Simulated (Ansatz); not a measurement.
```yaml
crystal:
  periodic: [true, true, true]
  atoms:
    - {symbol: N, position_ang: [-2.154675, -0.199057, 0.196906]}
    - {symbol: Si, position_ang: [-0.511337, 0.029681, -0.367702]}
    - {symbol: S, position_ang: [-0.520139, -0.922728, -2.165694]}
    - {symbol: C, position_ang: [1.222072, -0.533928, 0.566596]}
    - {symbol: B, position_ang: [1.316668, 1.066270, 0.556091]}
    - {symbol: O, position_ang: [0.172557, 1.701343, -0.161115]}
    - {symbol: H, position_ang: [-2.672068, -0.869570, 0.042704]}
    - {symbol: H, position_ang: [-2.286807, 0.653921, 0.733680]}
    - {symbol: H, position_ang: [0.818397, -1.405930, -2.319705]}
    - {symbol: H, position_ang: [1.975673, -1.142173, 0.304838]}
    - {symbol: H, position_ang: [0.762838, -0.671886, 1.645213]}
    - {symbol: H, position_ang: [1.998133, 2.133540, 0.858585]}
basis:
  gaussian: {orbitals: STO-3G}
total_charge: 1
magnetization: {spin_polarized: true, initial_magnetization: 1}
hamiltonian: {xc: {name: HSE06}, dispersion: d3bj}
output: {forces: true}
```

```sh
$ ansatz run in.yaml --threads 4 --pin off --events-out ev --progress --plain --max-ram 10444MiB
```

Shortened log:

```
Error: YAML parse error: error: line 2 column 3: crystal: missing field `lattice` (a structure is typed as `lattice` and `atoms`, a molecule's as `atoms` in Å alone, or read from a run's directory, `checkpoint`)
 --> <input>:2:3
1 | crystal:
2 |   periodic: [true, true, true]
3 |   atoms:
4 |     - {symbol: N, position_ang: [-2.154675, -0.199057, 0.196906]}
```

**Question.** Something in this input is off. What?

**Answer.** The molecule is marked periodic without a cell. The program refused the input.

HSE06 is defined as in plane-wave codes.
